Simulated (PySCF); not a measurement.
## A small calculation by hand: chemical shift, span and skew from a shielding tensor

dihydroxy(hydroxysilyl)silane (H₆O₃Si₂), SMILES O[SiH2][SiH](O)O. Atoms are numbered in the order given.

```xyz
11

O      1.0891     1.6290     0.5656
Si     1.3544     0.3193    -0.4721
Si    -0.5892    -0.8489     0.0508
O     -1.0558    -0.1206     1.4737
O     -1.6451    -0.6016    -1.2168
H      1.7345     2.3430     0.5777
H      1.4788     0.7696    -1.8913
H      2.6252    -0.3889    -0.1198
H     -0.4810    -2.3071     0.3298
H     -0.6642     0.7605     1.5697
H     -2.5114    -1.0174    -1.1478
```

Geometry optimised at ωB97X-D3(BJ)/def2-SVP. The values are those of a single conformer.

GIAO shieldings from PySCF with PBE/pcSseg-1, non-relativistic, no solvent. The symmetric part of the tensor of Si3 has the principal values 310.2, 358.5, 374.4 ppm. The same nucleus in TMS has σ = 335.4 ppm at this level (PySCF, at its B3LYP-D3(BJ)/def2-TZVP geometry).

**Question.** Work out the isotropic shielding, the ²⁹Si shift against TMS, the span and the skew.

**Answer.** 
σ(iso) = (σ11 + σ22 + σ33)/3 = 347.7 ppm. δ = σ(ref) − σ(iso) = 335.4 − (347.7) = -12.3 ppm.
Span Ω = σ33 − σ11 = 64.2 ppm. Skew κ = 3(σ(iso) − σ22)/Ω = -0.50. Tumbling in solution averages the tensor to δ; in a static solid the shielding alone would spread this spin-1/2 line over Ω.
